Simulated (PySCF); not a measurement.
PySCF 2.14 output of an unrestricted r2SCAN0 calculation on a single atom or ion in aug-cc-pV(T+d)Z with one added diffuse shell each of s, p, d, f type (7s6p5d3f, 71 functions), with no relativity, point nucleus:

```
SCF conv_tol = 1e-09
number electrons alpha = 9  beta = 6
    M. Bursch, H. Neugebauer, S. Ehlert, and S. Grimme.,  J. Chem. Phys. 156, 134105 (2022)
cycle= 1 E= -458.078695693387  delta_E= -0.00384  |g|= 0.0132  |ddm|= 0.136
cycle= 2 E= -458.078898940864  delta_E= -0.000203  |g|= 0.00369  |ddm|= 0.042
cycle= 3 E= -458.078946643213  delta_E= -4.77e-05  |g|= 0.00136  |ddm|= 0.0241
cycle= 4 E= -458.078957630532  delta_E= -1.1e-05  |g|= 0.000419  |ddm|= 0.0149
cycle= 5 E= -458.078958442863  delta_E= -8.12e-07  |g|= 8.32e-05  |ddm|= 0.00434
cycle= 6 E= -458.078958475212  delta_E= -3.23e-08  |g|= 2.05e-06  |ddm|= 0.00104
cycle= 7 E= -458.07895847522  delta_E= -7.45e-12  |g|= 2.03e-07  |ddm|= 1.34e-05
converged SCF energy = -458.07895847522  <S^2> = 3.7505234  2S+1 = 4.0002617
```

The run itself started from symmetry-adapted Hartree-Fock orbitals and held the occupation by maximum overlap, on a logarithmic radial grid, so the iterations belong to that start.

Which element, charge and spin multiplicity is this?

Cl²⁺ (chlorine, charge +2), multiplicity 4; the state was [Ne] 3s2 3p2 3d1, one real determinant (an excited configuration).

⟨L²⟩ = 7.97 against 12 for a pure F term, so this real determinant mixes terms. The outer electron is Rydberg-like, and this basis confines it to a smaller radius and binds it less than a complete one would.
